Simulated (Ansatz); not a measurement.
`C[CH](C)[Ge][F]` + CH₃SH → `C[S][Ge][F]` + propane at 400 K and 1 bar (ligand exchange at a Ge–C bond).

Computed with Ansatz on PBE0-D4/def2-TZVP structures; ΔE is electronic, products minus reactants. CBS: MP2 limit from def2 TZ/QZ plus the TZ coupled-cluster correction, frozen cores. This one scheme is used for every species. For Ge outer-core shells are correlated without core-valence functions, which leaves a few kJ/mol of doubt a bond. Scalar relativity is left out up to krypton. Each species was taken in one conformer, which may not be the lowest.

| species | CCSD(T)/CBS energy (Eh) | H − E (kJ/mol) | S (J/(mol·K)) |
| --- | --- | --- | --- |
| `C[CH](C)[Ge][F]` | -2294.29857 | 282.1 | 401.4 |
| CH₃SH | -438.22835 | 138.7 | 269.4 |
| `C[S][Ge][F]` | -2613.59497 | 135.2 | 360.1 |
| `CCC` | -118.98051 | 294.1 | 291.8 |

H − E and S are ideal-gas, rigid-rotor, harmonic terms from PBE0-D4/def2-TZVP, for one conformer and one mirror image of each species. 1 Eh = 2625.50 kJ/mol, R = 8.31446 J/(mol·K).

Q: By hand: ΔE, ΔH, ΔS and ΔG.

A: ΔE = (-2613.59497) + (-118.98051) − (-2294.29857) − (-438.22835) = -0.04856 Eh = -127.5 kJ/mol. Δ(H − E) = 135.2 + 294.1 − 282.1 − 138.7 = 8.5, so ΔH = -119.0 kJ/mol. ΔS = 360.1 + 291.8 − 401.4 − 269.4 = -18.9 J/(mol·K). ΔG = -119.0 − 400 × (-18.9)/1000 = -111.4 kJ/mol.

Q: By hand: the equilibrium constant, and the temperature at which ΔG would vanish if ΔH and ΔS stayed fixed.

A: log₁₀ K = −ΔG/(RT ln 10) = 14.5. ΔG = 0 at ΔH/ΔS = 6296 K, far beyond where these terms or the molecules hold.

ΔH outweighs TΔS. A doubt of 5 kJ/mol in ΔE shifts log₁₀ K by 0.7 here. Other conformers and mirror images would add mixing entropy, several J/(mol·K) or more a flexible species. Modes under 60 cm⁻¹, often nearly free rotors, make the harmonic entropy too high. These are equilibria of isolated gas molecules and say nothing of rates. Largest T1 diagnostic: 0.015 (customary marks: 0.02 for closed shells, 0.045 for open ones).
